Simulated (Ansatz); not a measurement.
One change: `O[SiH2][GeH2][SH]` becomes `O[SiH2][GeH2][OH]`.

Ansatz, PBE0-D4/def2-TZVP geometries, multiplicity 1. Each molecule was computed in one conformer, which needn't be the lowest.

Scalar relativity is left out up to krypton.

| property | `O[SiH2][GeH2][SH]` |
| --- | --- |
| LUMO energy (PBE/def2-TZVPP) / eV | -1.34 |
| LUMO energy (ωB97M-V/def2-TZVPP) / eV | 1.18 |
| size of the dipole moment (ωB97M-V/def2-TZVPP) / D | 2.58 |
| HOMO–LUMO gap (ωB97M-V/def2-TZVPP) / eV | 10.32 |
| HOMO energy (B3LYP/def2-TZVPP) / eV | -6.79 |
| HOMO–LUMO gap (PBE/def2-TZVPP) / eV | 4.49 |

**Question.** What does the change do to each property? (Estimate.)

**Answer.** The calculation gave: 
```csv
property,`O[SiH2][GeH2][OH]`,shift
LUMO energy (PBE/def2-TZVPP) / eV,-1.59,-0.25
LUMO energy (ωB97M-V/def2-TZVPP) / eV,0.96,-0.22
size of the dipole moment (ωB97M-V/def2-TZVPP) / D,1.70,-0.88
HOMO–LUMO gap (ωB97M-V/def2-TZVPP) / eV,10.84,0.52
HOMO energy (B3LYP/def2-TZVPP) / eV,-7.61,-0.82
HOMO–LUMO gap (PBE/def2-TZVPP) / eV,4.96,0.47
```

With PBE0 the HOMO falls by 0.77 eV and the LUMO falls by 0.24 eV, so the gap widens by about 0.53 eV. PBE moves the HOMO by -0.72 eV and ωB97M-V by -0.73 eV. Dipoles are sizes alone; their direction can turn.

B3LYP here is the variant with VWN-RPA as its local correlation; programs differ in this.
